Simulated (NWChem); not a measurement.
Species: TiH4S3; SMILES [SH][TiH]([SH])[SH]

```xyz
8

Ti    -0.0285     0.0056     0.3725
H      0.0064    -0.0464     2.0496
S     -0.4538     2.1534    -0.1891
H      0.6830     2.1334    -0.9306
S     -1.6598    -1.4137    -0.2319
H     -0.9456    -2.3192     0.4922
S      2.0149    -0.7421    -0.2354
H      2.4617     0.1466     0.6948
```
Atoms are numbered in this order, from 1.

Results from NWChem. Pople sets run with spherical d functions. Geometry: optimised at PBE0/def2-SVP. Not confirmed as a minimum by frequencies. Total energies compare along this basis series because the functional is fixed.

| level | basis functions | energy (Ha) | highest occupied level (eV) | orbital gap (eV) | dipole (D) |
|---|---|---|---|---|---|
| B3LYP/STO-3G | 49 | -2024.6146 | -4.42 | 6.62 | 1.24 |
| B3LYP/3-21G | 74 | -2036.4909 | -8.21 | 4.88 | 1.70 |
| B3LYP/6-31G* | 96 | -2046.4656 | -7.91 | 4.80 | 1.30 |
